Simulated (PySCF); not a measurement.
F5Re, neutral, multiplicity 3. Atoms are numbered in the order given.

```xyz
6

Re     0.0000     0.0000     0.0000
F      1.8175     0.0000     0.0000
F      0.0000     0.0000     1.8933
F      0.0000     0.0000    -1.8933
F     -0.9087    -1.5740     0.0000
F     -0.9087     1.5740     0.0000
```
Charge 0, spin multiplicity 3.

Geometry optimised at PBE0-D3(BJ)/def2-SVP. The multiplicity is an assumed one; other spin states were not compared. The def2 effective core potentials stand for the cores of Re; spin–orbit coupling is left out.

All values below come from PBE/def2-TZVP (PySCF).

ESP charges are fitted to the potential on shells at 1.4 to 2.0 van der Waals radii. Atomic charges (e):

```
atom  ESP fit  Löwdin  Mulliken spin
----  -------  ------  -------------
Re1      1.32    0.82           1.64
F2      -0.19   -0.11           0.02
F3      -0.38   -0.24           0.15
F4      -0.38   -0.24           0.15
F5      -0.19   -0.11           0.02
F6      -0.19   -0.11           0.02
```
